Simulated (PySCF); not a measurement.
C3H8MgO, SMILES [CH2](C)[Mg][O]C. Atoms are numbered in the order given.

```xyz
13

Mg     0.2433    -0.1065     0.0012
C     -0.2536    -1.5739     1.4192
C     -1.6950    -1.5607     1.9330
H      0.4476    -1.4739     2.2686
H     -0.0221    -2.5615     0.9788
H     -2.4288    -1.7053     1.1224
H     -1.9550    -0.6078     2.4237
H     -1.8884    -2.3567     2.6747
O      0.6678     1.1359    -1.2007
C      0.9969     2.0912    -2.1262
H      0.8752     3.1207    -1.7308
H      2.0505     2.0063    -2.4634
H      0.3686     2.0285    -3.0385
```

Geometry: PBE0-D3(BJ)/def2-SVP. The structure was generated by enumeration; whether it is a known compound was not checked. One conformer was computed; it need not be the lowest.

Computed with PBE/pcSseg-1 (PySCF).

GIAO shieldings, no solvent; atoms alike by connectivity are averaged. δ = σ(ref) − σ: ¹³C against TMS (σ = 182.0 ppm); ¹H against TMS (σ = 31.49 ppm); ¹⁷O against H2O (σ = 334.3 ppm), references at their B3LYP-D3(BJ)/def2-TZVP geometries, non-relativistic.

```json
[
 {"nucleus": "¹³C", "atoms": "C10", "count": "1", "δ (ppm)": "60.3"},
 {"nucleus": "¹³C", "atoms": "C3", "count": "1", "δ (ppm)": "18.2"},
 {"nucleus": "¹³C", "atoms": "C2", "count": "1", "δ (ppm)": "-3.2"},
 {"nucleus": "¹H", "atoms": "H11, H12, H13", "count": "3", "δ (ppm)": "4.54"},
 {"nucleus": "¹H", "atoms": "H6, H7, H8", "count": "3", "δ (ppm)": "1.63"},
 {"nucleus": "¹H", "atoms": "H4, H5", "count": "2", "δ (ppm)": "0.45"},
 {"nucleus": "¹⁷O", "atoms": "O9", "count": "1", "δ (ppm)": "-14.7"}
]
```
